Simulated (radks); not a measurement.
The numbers below are computed, except where a source is named.
The germanium ion Ge4+, configuration [Ar] 3d10.

Level of theory: scalar-relativistic Kohn-Sham, BP86, spin-polarised, spherical densities, finite nucleus; Fermi nuclear charge, rms radius 4.0742 fm (a radial shooting solver on a logarithmic mesh with Libxc functionals).

Energy parts (hartree):
total: -2095.57891
kinetic: 2133.62376
electron-nucleus: -4999.09908
Hartree: 848.82437
exchange-correlation: -78.92796

Orbitals (lengths in bohr, moments of r in powers of bohr; r(max) is where P^2 peaks):
orbital  occ.  eigenvalue (hartree)      <r>   r(max)       <r^4>  <1/r>
1s          2             -404.7726  0.04699  0.03072  0.00002274  32.39
2s          2             -52.23580   0.2100   0.1760    0.004689  7.107
2p          6             -45.87767   0.1837   0.1412    0.003439  6.969
3s          2              -7.99931   0.6238   0.5424      0.3237  2.284
3p          6              -6.05558   0.6457   0.5430      0.4140  2.132
3d         10              -2.86982   0.7160   0.5027      0.9366  1.806

The highest occupied level is 3d at -78.092 eV. The density falls to 0.001 e/bohr^3 at r = 2.34 bohr.
